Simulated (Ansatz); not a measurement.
Ansatz (an electronic-structure program) input (CCSD(T)/def2-SVPD):

Ansatz 0.2 input:
```yaml
crystal:
  periodic: [false, false, false]
  atoms:
    - {symbol: Si, position_ang: [-0.34963388, 0.38407572, 0.81258501]}
    - {symbol: Br, position_ang: [0.92988250, -0.93588430, -0.28865639]}
    - {symbol: Cl, position_ang: [-1.62653020, 1.61052296, -0.07489509]}
basis:
  gaussian:
    orbitals: def2-SVPD
total_charge: 1
magnetization: {spin_polarized: true, initial_magnetization: 1}
correlation: {method: ccsd_t, electrons: outside_noble_gas}
output: {forces: true}
```

End of the output:

```
cycle   6  -9.66228557 eV  change   -3.7e-4 eV  update   2.4e-4
cycle   7  -9.66226695 eV  change    1.9e-5 eV  update   9.6e-5
cycle   8  -9.66225968 eV  change    7.3e-6 eV  update   4.8e-5
cycle   9  -9.66224547 eV  change    1.4e-5 eV  update   2.4e-5
cycle  10  -9.66224426 eV  change    1.2e-6 eV  update   1.1e-5
cycle  11  -9.66224552 eV  change   -1.3e-6 eV  update   4.6e-6
cycle  12  -9.66224523 eV  change    2.8e-7 eV  update   2.0e-6
cycle  13  -9.66224549 eV  change   -2.5e-7 eV  update   7.7e-7
perturbative correction -0.36679361 eV, -0.0134794166 hartree
the calculation of the forces begins
Total energy: -90353.26551753 eV, -3320.4212641263 hartree
Atom 0 at    -0.349634     0.384076     0.812585 Å, force     0.245423    -0.229744     0.301447 eV/Å
Atom 1 at     0.929882    -0.935884    -0.288656 Å, force     0.117827    -0.120354    -0.075220 eV/Å
Atom 2 at    -1.626530     1.610523    -0.074895 Å, force    -0.363250     0.350098    -0.226228 eV/Å
Dipole moment:    -0.229082     0.246425     0.418132 e Å
```
